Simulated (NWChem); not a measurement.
Everything below was run with NWChem. System: H$_{4}$Se$_{2}$Si, charge 0, spin multiplicity 1, at a geometry optimised with B3LYP/def2-SVP. The structure started from a generated list of species. Level: MP2/def2-TZVP, 23 core orbitals frozen.

Job file:

```
start mol
memory heap 200 mb stack 800 mb global 1000 mb
geometry units angstroms nocenter noautoz
  Si     0.000000     0.000000    -0.996817
  Se    -1.793125    -0.756383     0.231379
  Se     1.793125     0.756383     0.231379
  H      0.349446    -1.172061    -1.845498
  H     -0.349446     1.172061    -1.845498
  H     -1.956244     0.520153     0.956321
  H      1.956244    -0.520153     0.956321
  symmetry group C2
end
basis spherical
  * library def2-tzvp
end
scf
  rhf
  nopen 0
  maxiter 100
  thresh 1e-7
  semidirect memsize 60000000 filesize 0
end
mp2
  freeze core 23
end
task mp2 energy
```

NWChem printed:

```
             Northwest Computational Chemistry Package (NWChem) 7.3.0
             --------------------------------------------------------

                                NWChem Input Module
                                -------------------

 Scaling coordinates for geometry "geometry" by  1.889725989
 (inverse scale =  0.529177249)

 Turning off AUTOSYM since
 SYMMETRY directive was detected!

                             Geometry "geometry" -> ""
                             -------------------------

 Output coordinates in angstroms (scale by  1.889725989 to convert to a.u.)

  No.       Tag          Charge          X              Y              Z
 ---- ---------------- ---------- -------------- -------------- --------------
    1 Si                  14.0000     0.00000000     0.00000000    -0.99681700
    2 Se                  34.0000    -1.79312500    -0.75638300     0.23137900
    3 Se                  34.0000     1.79312500     0.75638300     0.23137900
    4 H                    1.0000     0.34944600    -1.17206100    -1.84549800
    5 H                    1.0000    -0.34944600     1.17206100    -1.84549800
    6 H                    1.0000    -1.95624400     0.52015300     0.95632100
    7 H                    1.0000     1.95624400    -0.52015300     0.95632100

 Effective nuclear repulsion energy (a.u.)     449.2550001147

            Nuclear Dipole moment (a.u.)
            ----------------------------
        X                 Y               Z
 ---------------- ---------------- ----------------
     0.0000000000     0.0000000000    -0.0000377945

      Symmetry information
      --------------------

 Group name             C2
 Group number              4
 Group order               2
 No. of unique centers     4

      Symmetry unique atoms

     1    2    4    6


 Summary of "ao basis" -> "" (spherical)
 ------------------------------------------------------------------------------
       Tag                 Description            Shells   Functions and Types
 ---------------- ------------------------------  ------  ---------------------
 *                         def2-tzvp                  on all atoms
[...]
     1   1 0 0     -0.000000      0.000000      0.000000
     1   0 1 0      0.000000      0.000000      0.000000
     1   0 0 1     -0.048546      0.000000     -0.000038

     2   2 0 0    -41.672428      0.000000    808.982554
     2   1 1 0     -2.388821      0.000000    319.158280
     2   1 0 1      0.000000      0.000000      0.000000
     2   0 2 0    -39.319100      0.000000    150.671805
     2   0 1 1      0.000000      0.000000      0.000000
     2   0 0 2    -39.092353      0.000000     93.534415

                   NWChem MP2 Semi-direct Energy/Gradient Module
                   ---------------------------------------------

  Basis functions       =    157
  Molecular orbitals    =    157
  Frozen core           =     23
  Frozen virtuals       =      0
  Active alpha occupied =     20
  Active beta occupied  =     20
  Active alpha virtual  =    114
  Active beta virtual   =    114
  Use MO symmetry       = T
  Use skeleton AO sym   = T

  AO/Fock/Back tols     =   1.0D-09  1.0D-09  1.0D-09

 GA uses MA = F    GA memory limited = T

 Available:
  local mem=  1.15D+08
 global mem=  1.31D+08
 local disk=  0.00D+00
  mp2_memr nvloc                   114
  nvloc new                   114
   1 passes of  20:        5242880                     164238                  88934361.
   1 passes of  20: M    114673450           G      131022702           F     109430570.

 Semi-direct pass number   1 of   1  for RHF alpha+beta  at       15.5s
  vrange nnbf                 11467
  mp2_eaftype                   339  avail_ma_in_mb                   999
 EAF : mp2_eaftype filesize         339   44467180.
  mp2_eaf for mointskh                    339
Node 0 wrote    209.2 Mb in      0.1 s     Agg I/O rate:  1900.0 Mb/s
 Done moints_semi at       46.1s
  mp2_eaftype                   339  avail_ma_in_mb                   660
 EAF : mp2_eaftype filesize         339   44467180.
  mp2_eaf for kh                   339
 Done maket at       47.4s
 Done multipass loop at       47.4s

          -------------------------------------------
          SCF energy               -5091.014168003874
          Correlation energy          -0.659615408448
          Singlet pairs               -0.386267628119
          Triplet pairs               -0.273347780329
          Total MP2 energy         -5091.673783412321
          -------------------------------------------

          ---------------------------------------------------
                    Spin Component Scaled (SCS) MP2
          Same spin pairs                     -0.182231853553
          Same spin scaling factor             0.333333333333
          Opposite spin pairs                 -0.477383554895
          Opposite spin scaling fact.          1.200000000000
          SCS-MP2 correlation energy          -0.633604217058
          Total SCS-MP2 energy             -5091.647772220932
          ---------------------------------------------------

 -----------------------
 Performance information
 -----------------------

 Timer overhead =  2.49D-07 seconds/call

               Nr. of calls         CPU time (s)                 Wall time (s)                GFlops
             ---------------    -------------------     ------------------------------   -------------------
Name         Min   Avg   Max    Min     Avg     Max     Min     Avg     Max   Mx/calls   Min     Max     Sum
mp2: moin     1     1     1    31.     31.     31.      31.     31.     31.     31.      0.0     0.0     0.0
mp2: make     1     1     1    1.3     1.3     1.3      1.3     1.3     1.3     1.3      0.0     0.0     0.0
mp2: tota     1     1     1    32.     32.     32.      32.     32.     32.     32.      0.0     0.0     0.0

 The average no. of pstat calls per process was 3.00D+00
 with a timing overhead of 7.48D-07s

 Task  times  cpu:       47.4s     wall:       47.4s

 Total times  cpu:       47.4s     wall:       47.4s
```
